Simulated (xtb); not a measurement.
Al(Me)(OH)(SiH3) (CH7AlOSi), SMILES [CH3][Al]([OH])[SiH3]. All values are semi-empirical tight-binding results from xtb (GFN2-xTB unless named), good for trends rather than for accurate numbers. Coordinates come from a GFN2-xTB optimisation. Other conformers were not sampled.

For metal compounds this method's bond lengths and energies can be far off.

- orbital gap = 3.62 eV
- zero-point energy = 43.9 kcal/mol
- G − E(el) at 298.15 K (modified RRHO) = 23.1 kcal/mol
